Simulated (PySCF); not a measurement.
# Spinor energies of Ge(7+) (germanium, charge +7)

Start: [Ar] 3d7; 3d3/2 filled at m_j = -3/2, -1/2, +1/2, +3/2; 3d5/2 filled at m_j = +1/2, +3/2, +5/2. Calculated with PySCF 2.14 in an uncontracted even-tempered set (18 s from 0.34 bohr⁻², ratio 2.8; 13 p from 0.45 bohr⁻², ratio 2.8; 9 d from 0.45 bohr⁻², ratio 2.8; 4 f from 2.8 bohr⁻², ratio 3): generalised Hartree-Fock with the X2C-1e Hamiltonian and a Gaussian nucleus; spin-orbit coupling (SO) screened by Boettger's factors.

```tsv
spinor shell	electrons	ε, screened SO (eV)	weight of nominal j (screened SO)	rms radius, screened SO (bohr)
1s1/2	2	-11326.5	1.000	0.0542
2s1/2	2	-1602.3	1.000	0.227
2p1/2	2	-1437.1	0.996	0.201
3s1/2	2	-337.29	1.000	0.647
3p1/2	2	-284.29	0.729	0.661
3p3/2	4	-271.80	0.864	0.671
3d5/2	3	-183.87	0.766	0.687
3d3/2	4	-180.94	0.706	0.691
```

Problem. Where does 2p3/2 lie, and what is the 2p spin-orbit splitting (screened SO)?

Solution. At -1403.1 eV, 33.988 eV above 2p1/2.

| quantity | screened SO |
| --- | --- |
| E (hartree) | -2080.71214 |
| M_J | 9/2 |
| ⟨J²⟩ | 24.753 |
| ⟨L²⟩ | 12.089 |
| ⟨S²⟩ | 3.721 |

Each row is a mean over spinors that exchange with the open shell spreads, by up to 17.284 eV (3p3/2).

Rows whose weight is well below 1 are mixtures of j = l ± 1/2: exchange outweighs spin-orbit coupling there, and the label is only the starting occupation.
